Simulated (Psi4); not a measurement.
**Which level was it?**

SnO: 2 atoms, total charge 0, spin state singlet. SMILES: `[O]=[Sn]`. The coordinates come from a PBE0-D4/def2-TZVP relaxation.

```csv
atom,x (Å),y (Å),z (Å)
O,0.0000,0.0000,-0.0071
Sn,0.0000,0.0000,1.8107
```

Orbital energies are those of the mean-field step.

A calculation with Psi4 1.11 gave:

- total energy: -289.5690 Eh
- dipole moment: 4.60 D
- HOMO energy: -9.97 eV
- LUMO energy: -0.51 eV
- HOMO–LUMO gap: 9.46 eV

Problem. Which of these levels gave the numbers?
A. OMP2/def2-TZVPPD (core potential, density fitting for correlation)
B. M06-2X/def2-TZVPPD (core potential)
C. wB97X/def2-TZVPPD (core potential)
D. CAM-B3LYP/def2-TZVPPD (core potential)

Solution. C. The others give -288.8218 Eh (OMP2/def2-TZVPPD (core potential, density fitting for correlation)), -289.5126 Eh (CAM-B3LYP/def2-TZVPPD (core potential)), -289.4487 Eh (M06-2X/def2-TZVPPD (core potential)).
